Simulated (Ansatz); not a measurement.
Basis-set series for C$_{4}$H$_{10}$ClGa (`CC[CH]([GaH2])CCl`). Charge 0, multiplicity 1. All single points use the PBE0-D4/def2-TZVP geometry. It is one conformer, not always the lowest.

| functional | basis | functions | energy (Eh) | HOMO (eV) | LUMO (eV) |
| --- | --- | --- | --- | --- | --- |
| PBE0-D4 | def2-SVP | 156 | -2542.38714 | -7.52 | -1.65 |
| PBE0-D4 | def2-TZVPP | 354 | -2542.96384 | -7.56 | -1.70 |
| ωB97M-V | def2-SVP | 156 | -2542.74480 | -9.63 | 0.09 |
| ωB97M-V | def2-TZVPP | 354 | -2543.33000 | -9.69 | -0.01 |

Q: Give the rows for def2-QZVPP. (An estimate is asked.)

A: Ansatz gave: 
```json
{"functional": "PBE0-D4", "basis": "def2-QZVPP", "functions": "687", "energy (Eh)": "-2543.03006", "HOMO (eV)": "-7.58", "LUMO (eV)": "-1.74"}
{"functional": "ωB97M-V", "basis": "def2-QZVPP", "functions": "687", "energy (Eh)": "-2543.39441", "HOMO (eV)": "-9.71", "LUMO (eV)": "-0.16"}
```

Scalar relativity is left out up to krypton.
